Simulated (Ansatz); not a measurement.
`C[O][GeH]([SH])[Cl]` at its PBE0-D4/def2-TZVP geometry, where that method's forces vanish. The species carries charge 0 and has multiplicity 1.

```xyz
10

C    -1.3673   -0.7277   -0.3086
O    -0.0169   -1.1002   -0.4912
Ge    1.2765   -0.0522    0.0731
S     1.0988    1.9990   -0.7328
Cl    1.1277    0.0925    2.2173
H    -1.9845   -1.4781   -0.8053
H    -1.6363   -0.7011    0.7529
H    -1.5811    0.2507   -0.7539
H     2.5762   -0.7385   -0.3343
H     0.5069    2.4556    0.3829
```

Q: What forces (eV/Å) does ωB97M-V/def2-TZVPP give on these atoms in Ansatz 0.2.0? (An estimate is asked.)

A: Computed: 
```
C1  -0.316  0.068  0.033
O2   0.214 -0.063 -0.030
Ge3  0.155 -0.029 -0.053
S4  -0.047 -0.003  0.089
Cl5 -0.016  0.004 -0.013
H6   0.043  0.077  0.050
H7   0.026  0.000 -0.084
H8   0.018 -0.080  0.037
H9  -0.112  0.061  0.042
H10  0.036 -0.034 -0.069
```
